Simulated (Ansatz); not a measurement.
Relaxation of F$_{3}$HHfO (6 atoms, charge 0, multiplicity 1), to a largest force component of 0.02 eV/Å in at most 40 steps.

Computed with RKS PBE0-D4/def2-SVP in Ansatz.

```xyz
6
Properties=species:S:1:pos:R:3
Hf 0.000 0.000 0.000
O 0.000 0.000 2.070
H -0.909 -0.281 2.407
F 1.867 0.000 -0.659
F -0.933 1.616 -0.659
F -0.933 -1.616 -0.659
```

Q: Where does it end, and by what steps?

A: It converged. After 7 steps the energy has fallen by 0.649 eV; H3 moved furthest, 0.58 Å.

```
step  energy less start (eV)  largest force component (eV/Å)  accepted
   0                  0.0000                           2.212       yes
   1                 -0.4473                           1.474       yes
   2                 -0.5303                           0.407       yes
   3                 -0.5623                           0.357       yes
   4                 -0.5812                           1.447       yes
   5                 -0.6100                           0.340       yes
   6                 -0.6474                           0.322       yes
   7                 -0.6494                           0.017       yes
```

```xyz
6
Properties=species:S:1:pos:R:3
Hf -0.085 -0.025 -0.048
O -0.350 -0.106 1.837
H -0.487 -0.155 2.781
F 1.787 -0.002 -0.441
F -0.893 1.560 -0.750
F -0.880 -1.554 -0.880
```

Time of the run: 34 s on 1 thread of Arm Neoverse V2 (shared host), peak memory 0.19 GiB.
